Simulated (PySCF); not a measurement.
WOF3, SMILES [F][W]([F])(=[O])[F] (connectivity only; charge and spin as stated), neutral, multiplicity 2.

Coordinates come from a r2SCAN-D4/def2-SVP optimisation. The multiplicity is an assumed one; other spin states were not compared. The isomer is the one that the SMILES or the coordinates give; other isomers of the formula were not compared. The def2 effective core potentials stand for the cores of W; spin–orbit coupling is left out.

Level of theory: TDA-ωB97X/def2-SVPD run with PySCF 2.14.0.

Vertical excitations. Isolated molecule, no solvent.

Q: Give excitation energies, oscillator strengths and character. (Estimate from the structure and the level; the computed values follow.)

A: 
```json
[
 {"state": "root 1", "energy (eV)": "1.06", "λ (nm)": "1171", "f": "0.000", "main pairs": "α HOMO→LUMO 98 %"},
 {"state": "root 2", "energy (eV)": "2.52", "λ (nm)": "491", "f": "0.000", "main pairs": "α HOMO→LUMO+1 99 %"},
 {"state": "root 3", "energy (eV)": "2.78", "λ (nm)": "446", "f": "0.000", "main pairs": "α HOMO→LUMO+2 97 %"},
 {"state": "root 4", "energy (eV)": "4.75", "λ (nm)": "261", "f": "0.011", "main pairs": "α HOMO→LUMO+3 48 %, α HOMO→LUMO+4 27 %, α HOMO→LUMO+7 14 %"},
 {"state": "root 5", "energy (eV)": "5.33", "λ (nm)": "232", "f": "0.000", "main pairs": "β HOMO→LUMO 95 %"},
 {"state": "root 6", "energy (eV)": "5.42", "λ (nm)": "229", "f": "0.003", "main pairs": "α HOMO−1→LUMO+1 10 %, α HOMO−1→LUMO 8 %, β HOMO−1→LUMO 70 %"},
 {"state": "root 7", "energy (eV)": "5.62", "λ (nm)": "221", "f": "0.002", "main pairs": "α HOMO−1→LUMO 49 %, β HOMO−1→LUMO 18 %, β HOMO→LUMO+1 16 %, β HOMO→LUMO+2 10 %"},
 {"state": "root 8", "energy (eV)": "5.93", "λ (nm)": "209", "f": "0.000", "main pairs": "α HOMO−2→LUMO 23 %, β HOMO−1→LUMO+1 68 %"},
 {"state": "root 9", "energy (eV)": "5.93", "λ (nm)": "209", "f": "0.003", "main pairs": "α HOMO−1→LUMO 10 %, α HOMO−1→LUMO+1 5 %, β HOMO−2→LUMO 57 %"},
 {"state": "root 10", "energy (eV)": "6.00", "λ (nm)": "207", "f": "0.022", "main pairs": "α HOMO→LUMO+4 38 %, α HOMO→LUMO+3 35 %, α HOMO→LUMO+8 7 %, β HOMO−2→LUMO 12 %"}
]
```
Unrestricted roots are not spin-pure.
